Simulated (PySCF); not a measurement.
Compound: C3H13NSi3.
Bonds: Si1–N2, N2–Si3, N2–C4, C4–C5, C5–Si6, Si6–C7, C4–C7. Hydrogens: H8, H9, H10 on Si1; H11, H12, H13 on Si3; H14 on C4; H15, H16 on C5; H17, H18 on Si6; H19, H20 on C7.

The same species was optimised twice, with GFN2-xTB and with PBE0-D3(BJ)/def2-SVP (PySCF), and the same property calculations (PySCF, gas phase) were run on both structures.

```tsv
coordinate	GFN2-xTB	PBE0-D3(BJ)/def2-SVP	change
N2–C4 (Å)	1.444	1.462	+0.018
N2–Si3 (Å)	1.733	1.747	+0.014
Si1–N2 (Å)	1.737	1.748	+0.011
Si6–C7 (Å)	1.905	1.896	-0.009
C5–Si6 (Å)	1.905	1.899	-0.006
C4–C7 (Å)	1.549	1.554	+0.005
C4–C5 (Å)	1.548	1.550	+0.002
C4–C5–Si6 (°)	91.1	86.7	-4.4
C4–C7–Si6 (°)	91.1	86.7	-4.4
N2–C4–C5 (°)	115.4	117.7	+2.3
N2–C4–C7 (°)	114.9	117.1	+2.2
Si1–N2–Si3 (°)	122.9	124.3	+1.4
Si1–N2–C4 (°)	121.0	120.3	-0.7
Si3–N2–C4 (°)	116.0	115.4	-0.6
C5–Si6–C7 (°)	77.2	77.7	+0.5
Si1–N2–C4–C5 (°)	-54	-38	+16
```

Rotational constants: A = 2461, B = 911.1, C = 772.4 MHz (GFN2-xTB) against A = 2325, B = 897.7, C = 734.9 MHz (PBE0-D3(BJ)/def2-SVP).

On the GFN2-xTB structure: HOMO (eV) -6.69 [PBE0/pcSseg-1]; LUMO (eV) 0.29 [PBE0/pcSseg-1]; dipole (D) 0.56 [PBE0/pcSseg-1]; GIAO shielding of Si1/Si3 (mean) (ppm) 406.5 [PBE0/pcSseg-1]; GIAO shielding of N2 (ppm) 242.7 [PBE0/pcSseg-1]; GIAO shielding of C4 (ppm) 132.1 [PBE0/pcSseg-1]; GIAO shielding of C5/C7 (mean) (ppm) 163.6 [PBE0/pcSseg-1]; GIAO shielding of Si6 (ppm) 406.6 [PBE0/pcSseg-1].

Q: What do these properties become on the PBE0-D3(BJ)/def2-SVP structure?

A: 
```csv
property,level,on GFN2-xTB,on PBE0-D3(BJ)/def2-SVP,change
HOMO (eV),PBE0/pcSseg-1,-6.69,-6.90,-0.21
LUMO (eV),PBE0/pcSseg-1,0.29,0.33,+0.04
dipole (D),PBE0/pcSseg-1,0.56,0.65,+0.09
"energy, GFN2-xTB geometry as zero (kcal/mol)",PBE0/pcSseg-1,0.0,-5.7,-5.7
GIAO shielding of Si1/Si3 (mean) (ppm),PBE0/pcSseg-1,406.5,405.3,-1.2
GIAO shielding of N2 (ppm),PBE0/pcSseg-1,242.7,232.3,-10.4
GIAO shielding of C4 (ppm),PBE0/pcSseg-1,132.1,129.7,-2.4
GIAO shielding of C5/C7 (mean) (ppm),PBE0/pcSseg-1,163.6,163.4,-0.2
GIAO shielding of Si6 (ppm),PBE0/pcSseg-1,406.6,404.6,-2.0
```

The heavy atoms differ by 0.283 Å rms after alignment. Among the bonds compared N2–C4 changes most (+0.018 Å). Changes are differences of the printed values. Neither structure is proved a minimum here.

Conformer computed: `[SiH3:1][N:2]([SiH3:3])[CH:4]1[CH2:5][SiH2:6][CH2:7]1`: Si1–N2–C4–C5 -38°.
